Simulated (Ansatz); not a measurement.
`COc1ccc(-c2cc3sc(-c4cc5sc(-c6cc7sc(-c8ccc(C(F)=C(F)F)cc8)cc7s6)cc5s4)cc3s2)cc1`, relaxed as a singlet with RKS PBE-D4/def2-SVP in Ansatz, starting from the GFN2-xTB geometry. Force threshold 0.03 eV/Å.

Single mean-field runs in def2-SVP are fitted with def2-universal-jkfit.

Start:

Cartesian coordinates in Å:
```
C 14.364 -1.201 -3.002
O 13.328 -0.882 -3.900
C 12.053 -0.819 -3.434
C 11.667 -1.029 -2.113
C 10.334 -0.945 -1.764
C 9.345 -0.651 -2.703
C 7.955 -0.577 -2.314
C 6.848 -0.440 -3.114
C 5.661 -0.396 -2.372
S 3.987 -0.233 -2.763
C 3.557 -0.303 -1.062
C 2.191 -0.203 -0.670
C 1.667 -0.267 0.602
C 0.276 -0.128 0.596
S -0.952 -0.123 1.810
C -2.195 0.106 0.590
C -3.562 0.194 0.977
C -4.658 0.398 0.168
C -5.845 0.432 0.908
S -7.512 0.656 0.527
C -7.956 0.515 2.224
C -9.336 0.651 2.617
C -9.721 0.603 3.962
C -11.039 0.763 4.324
C -12.028 0.980 3.359
C -13.402 1.163 3.799
F -13.599 1.122 5.137
C -14.508 1.366 3.074
F -15.719 1.517 3.593
F -14.565 1.442 1.750
C -11.654 1.014 2.013
C -10.335 0.851 1.657
C -6.857 0.298 3.020
C -5.670 0.252 2.281
S -4.000 0.036 2.669
C -1.670 0.177 -0.681
C -0.279 0.044 -0.674
S 0.949 0.033 -1.889
C 4.660 -0.450 -0.251
C 5.844 -0.501 -0.994
S 7.520 -0.661 -0.611
C 9.747 -0.433 -4.027
C 11.072 -0.518 -4.383
H 14.220 -2.190 -2.557
H 14.453 -0.452 -2.209
H 15.276 -1.204 -3.597
H 12.392 -1.260 -1.349
H 10.048 -1.117 -0.736
H 6.879 -0.384 -4.186
H 2.258 -0.411 1.487
H -4.606 0.522 -0.897
H -8.982 0.444 4.730
H -11.313 0.725 5.367
H -12.388 1.171 1.240
H -10.061 0.880 0.613
H -6.893 0.171 4.086
H -2.262 0.312 -1.566
H 4.615 -0.512 0.820
H 9.016 -0.189 -4.781
H 11.384 -0.354 -5.402
```

Task: Estimate the energy that the relaxation releases and the steps that it takes.

Result: 10.7 kcal/mol, in 5 steps; 47 s on 5 threads of AMD EPYC 7R13 on a shared host and a share (37 GiB) of an NVIDIA H100 80GB HBM3. No frequencies were taken in this run, so the end may be a saddle point.

Task: Does the start keep its bonding and symmetry?

Result: By distances, no bond broke or formed. The bond that changes most is C39–H58, from 1.07 to 1.10 Å (atoms count from 1).

Task: Predict the relaxed structure.

Result: 
Cartesian coordinates in Å:
```
C 14.523 -1.208 -3.043
O 13.487 -0.897 -3.956
C 12.212 -0.838 -3.490
C 11.834 -1.061 -2.150
C 10.485 -0.976 -1.785
C 9.473 -0.665 -2.721
C 8.066 -0.577 -2.334
C 6.947 -0.435 -3.154
C 5.744 -0.385 -2.407
S 4.055 -0.230 -2.799
C 3.603 -0.298 -1.089
C 2.220 -0.210 -0.694
C 1.692 -0.284 0.599
C 0.285 -0.152 0.598
S -0.953 -0.150 1.823
C -2.220 0.081 0.609
C -3.603 0.180 1.003
C -4.713 0.399 0.181
C -5.914 0.446 0.925
S -7.592 0.691 0.540
C -8.059 0.550 2.243
C -9.458 0.689 2.631
C -9.853 0.637 3.991
C -11.187 0.784 4.366
C -12.202 0.992 3.399
C -13.577 1.151 3.861
F -13.764 1.095 5.202
C -14.706 1.353 3.132
F -15.905 1.490 3.670
F -14.742 1.436 1.809
C -11.817 1.038 2.035
C -10.481 0.889 1.669
C -6.949 0.324 3.059
C -5.746 0.266 2.316
S -4.066 0.029 2.704
C -1.693 0.152 -0.685
C -0.285 0.022 -0.683
S 0.953 0.024 -1.908
C 4.722 -0.439 -0.263
C 5.922 -0.488 -1.011
S 7.612 -0.640 -0.623
C 9.878 -0.441 -4.063
C 11.214 -0.527 -4.442
H 14.384 -2.212 -2.583
H 14.602 -0.451 -2.230
H 15.464 -1.208 -3.625
H 12.580 -1.307 -1.383
H 10.213 -1.167 -0.734
H 7.002 -0.385 -4.248
H 2.311 -0.430 1.493
H -4.640 0.524 -0.907
H -9.098 0.485 4.776
H -11.461 0.744 5.429
H -12.568 1.193 1.251
H -10.220 0.930 0.600
H -7.013 0.205 4.148
H -2.312 0.291 -1.579
H 4.658 -0.498 0.830
H 9.128 -0.182 -4.825
H 11.524 -0.350 -5.482
```
Bond lengths: 33 × C–C 1.36 to 1.46 Å; 12 × C–S 1.74 to 1.77 Å; 3 × C–F 1.32 to 1.35 Å; 2 × C–O 1.36 to 1.42 Å; 17 × C–H 1.10 to 1.11 Å.
